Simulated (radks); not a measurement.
Q: These are the eigenvalues of the occupied orbitals of an atom or ion with whole-number occupations (hartree). Calculated with a radial shooting solver on a logarithmic mesh with Libxc functionals: scalar-relativistic Kohn-Sham, PBEsol, spin-unpolarised, spherical densities, finite nucleus; Fermi nuclear charge, rms radius of each element as measured or else 0.836 A^(1/3) + 0.57 fm.

orbital  eigenvalue
1s        -805.5768
2s        -115.7402
2p        -103.6709
3s        -20.28360
3p        -16.31746
3d         -9.92928
4s         -2.70187
4p         -1.60593
4d         -0.11591

Which element is it, and in what charge state? The configuration may be excited.

A: Z = 44, ruthenium, charge 0: Ru in [Kr] 4d8. The list shows which subshells hold electrons but not how many an open one holds; the 1s level, -805.58 hartree, gives Z - s = 40.1 by -(Z - s)^2/2, which with screening and relativity narrows Z to a few neighbours, and the depths of the outer levels then fix element, charge and occupations together.
